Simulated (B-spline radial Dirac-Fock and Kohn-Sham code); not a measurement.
Auger decay of the L1 hole in Nb

System: atomic niobium in the configuration [Kr] 4d4 5s1.

Input of the calculation (task.json; shells as n, l, electrons):

```json
{"items": [{
  "Z": 41,
  "q": 0,
  "cfg": [[1, 0, 2], [2, 0, 2], [2, 1, 6], [3, 0, 2], [3, 1, 6], [3, 2, 10], [4, 0, 2], [4, 1, 6], [4, 2, 4], [5, 0, 1]],
  "A": 93,
  "rrms": 4.324,
  "do": ["binding", "quiet", "decay"],
  "holes": ["K", "L1", "L2", "L3", "M1", "M2", "M3", "M4", "M5", "N1", "N2", "N3"]
}]}
```

Launch: `python xray_run.py task.json out`

These are calculated numbers from a radial B-spline solver; the model is a relativistic independent-particle model: LDA orbitals of the hole state, radiative multipoles to third order, Auger rates from the Coulomb interaction with a continuum orbital, Dirac-Fock energies. Kinetic energies are configuration averages from the vacuum level; the two-hole energies are estimated from single-hole states.

```
transition  kinetic energy (eV)  width (meV)  share (%)
   L1-L3M4                80.81         1620       28.0
   L1-L3M5                85.06         2340       40.3
   L1-L2N1                    –          124        2.1
   L1-L2N3                184.4         99.3        1.7
   L1-L3N1                    –          195        3.4
   L1-L3N3                278.9          161        2.8
   L1-M1M3               1836.3          132        2.3
   L1-M1M4               1991.0          102        1.8
   L1-M1M5               1993.8          147        2.5
   L1-M4M5               2256.2          202        3.5
```

A dash stands for an energy that rests on an unreliable hole state.

Coster-Kronig rates are the weakest part of this model and often come out 1.5 to 2.5 times too large. The listed channels hold 88 % of the non-radiative rate. Summed by principal shells, of 5.80 eV in all: LLM 68.3 %, LMM 14.6 %, LLN 14.5 %, LMN 2.2 %, LLO 0.3 %.
